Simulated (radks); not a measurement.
Q: All-electron calculation, non-relativistic Kohn-Sham, PBE, spin-unpolarised, spherical densities, point nucleus. Program: a radial shooting solver on a logarithmic mesh with Libxc functionals. Each species is in its NIST ground configuration. Rank Ar3+, Si3+, S3+, Mg3+, Cl3+, P3+, Al3+ by mean radius of the outermost orbital (bohr), largest first.

A: Si3+ 1.85, P3+ 1.67, S3+ 1.66, Cl3+ 1.52, Ar3+ 1.40, Mg3+ 0.673, Al3+ 0.625.
